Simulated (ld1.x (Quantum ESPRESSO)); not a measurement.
## u(r) = r·R(r): atom against pseudo-atom (iron (Fe))

Columns: radius, all-electron u(r) and pseudo u(r) of the 4s shell (level -5.49 eV) of iron in the configuration [Ar] 3d6 4s2 4p0; LDA (PZ), scalar-relativistic, RRKJ scheme, ld1.x (Quantum ESPRESSO) 7.5.

```json
{"r (bohr)": "0.138", "all-electron": "-0.1406", "pseudo": "-0.0165"}
{"r (bohr)": "0.275", "all-electron": "-0.0751", "pseudo": "-0.0340"}
{"r (bohr)": "0.413", "all-electron": "0.1501", "pseudo": "-0.0541"}
{"r (bohr)": "0.550", "all-electron": "0.2675", "pseudo": "-0.0779"}
{"r (bohr)": "0.688", "all-electron": "0.2578", "pseudo": "-0.1073"}
{"r (bohr)": "0.825", "all-electron": "0.1679", "pseudo": "-0.1433"}
{"r (bohr)": "0.963", "all-electron": "0.0414", "pseudo": "-0.1876"}
{"r (bohr)": "1.100", "all-electron": "-0.0912", "pseudo": "-0.2400"}
{"r (bohr)": "1.238", "all-electron": "-0.2161", "pseudo": "-0.3003"}
{"r (bohr)": "1.375", "all-electron": "-0.3242", "pseudo": "-0.3649"}
{"r (bohr)": "1.513", "all-electron": "-0.4146", "pseudo": "-0.4304"}
{"r (bohr)": "1.650", "all-electron": "-0.4862", "pseudo": "-0.4907"}
{"r (bohr)": "1.788", "all-electron": "-0.5413", "pseudo": "-0.5421"}
{"r (bohr)": "1.925", "all-electron": "-0.5811", "pseudo": "-0.5811"}
{"r (bohr)": "2.062", "all-electron": "-0.6080", "pseudo": "-0.6080"}
{"r (bohr)": "2.200", "all-electron": "-0.6241", "pseudo": "-0.6241"}
{"r (bohr)": "2.338", "all-electron": "-0.6309", "pseudo": "-0.6309"}
{"r (bohr)": "2.475", "all-electron": "-0.6302", "pseudo": "-0.6302"}
{"r (bohr)": "2.613", "all-electron": "-0.6232", "pseudo": "-0.6232"}
{"r (bohr)": "2.750", "all-electron": "-0.6115", "pseudo": "-0.6115"}
{"r (bohr)": "2.888", "all-electron": "-0.5958", "pseudo": "-0.5958"}
{"r (bohr)": "3.025", "all-electron": "-0.5772", "pseudo": "-0.5772"}
{"r (bohr)": "3.162", "all-electron": "-0.5564", "pseudo": "-0.5564"}
{"r (bohr)": "3.300", "all-electron": "-0.5339", "pseudo": "-0.5339"}
{"r (bohr)": "3.438", "all-electron": "-0.5103", "pseudo": "-0.5103"}
{"r (bohr)": "3.575", "all-electron": "-0.4863", "pseudo": "-0.4863"}
```

Q: How many radial nodes do the two functions have?

A: The all-electron 4s function has n − l − 1 = 3 (the table is too coarse to show those close to the nucleus); the pseudo-wave has 0, since the states of the same l below it are removed with the core.

Q: At about which radius was the pseudo-wave matched?

A: 2.20 bohr. The columns agree to 0.0005 from 1.93 bohr on; several derivatives are matched, so the curves merge somewhat inside the radius.

Q: Is the pseudo-wave norm-conserving?

A: Yes: the RRKJ scheme keeps the norm inside the radius equal to the all-electron one, which fixes the energy derivative of the logarithmic derivative at the level.
